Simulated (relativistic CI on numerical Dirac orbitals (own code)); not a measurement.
Tm47+: sensitivity of the levels to the model

Base calculation: Dirac-Coulomb-Breit CI, orbitals from a KLI potential per configuration, a model potential for QED, unscaled Slater integrals.

Configurations in the expansion (outside the closed core [Ne]): 3s2.3p6.3d4, 3s2.3p5.3d5, 3s.3p6.3d5, 3s2.3p6.3d3.4s, 3s2.3p6.3d3.4p, 3s2.3p6.3d3.4d, 3s2.3p5.3d4.4s, 3s2.3p6.3d3.4f, 3s2.3p5.3d4.4p, 3s.3p6.3d4.4s, 3p6.3d5.4p, 3s.3p6.3d4.4p, 3s2.3p6.3d2.4s.4p, 3s2.3p6.3d3.5s, 3s.3p6.3d4.4d, 3s2.3p6.3d3.5p, 3s2.3p6.3d3.5d, 3s2.3p6.3d3.5g, 3s2.3p6.3d3.6s, 3p6.3d6, 3p5.3d7, 3p5.3d6.4s, 3p6.3d5.4s, 3p5.3d5.4s2, 3s2.3p6.3d2.4s2, 3s2.3p6.3d.4s2.4p, 3s2.3p6.3d.4s2.4d, 3s2.3p6.3d2.4p2, 3s2.3p6.3d.4s.4p2, 3s2.3p6.3d.4p3, 3s2.3p6.3d.4p2.4d, 3s2.3p5.3d2.4s.4p2, 3s2.3p6.3d2.4s.4d, 3s2.3p6.3d.4s.4p.4d, 3s2.3p6.3d.4s.4d2, 3s2.3p5.3d2.4s2.4d, 3s.3p6.3d3.4s2, 3s.3p6.3d2.4s2.4p, 3s.3p6.3d2.4s2.4d. Double excitations out of closed p, d and f shells are left out; levels of such configurations are missing from the list, as are those of other unlisted configurations, and high levels can miss mixing partners. These lack a partner that the ground configuration has and come out too high: 3s2.3p5.3d4.4p.

Variants: (1) Breit term removed. Shifts of the energy above 3s2.3p6.3d4 3P_0, in cm⁻¹, for the lowest level and the first level of each name with at least 55 % of one term (blank where a level changes its place among those of its configuration and J or its character, or is not in the variant):

| Level | Base | Δ(1) |
| --- | --- | --- |
| 3s2.3p6.3d4 3P_0 | 0 | 0 |
| 3s2.3p6.3d4 5D_1 | 350836 | +10938 |
| 3s2.3p6.3d4 5D_0 | 770572 | +19893 |
| 3s2.3p6.3d4 3H_5 | 835690 | +35327 |
| 3s2.3p6.3d4 3G_4 | 900771 | +33986 |
| 3s2.3p6.3d4 3G_5 | 1268438 | +45916 |
| 3s2.3p6.3d4 1S_0 | 1425385 | +32427 |
| 3s2.3p6.3d4 1G_4 | 1473113 | +39719 |
| 3s2.3p6.3d4 1D_2 | 1506442 |  |

At this charge energies of transitions that change n are usually good to better than 1 %, and those within a shell (Δn = 0) to a few per cent.

Ionisation energy from the two ground configurations alone: base 4075.29 eV; Breit term removed 4078.94 eV. The NIST ASD value (theoretical) is 4075 eV.

LS names give the leading component of a level, which can be under half, so a name can repeat, a term be missing and a line seem to break the LS rules.
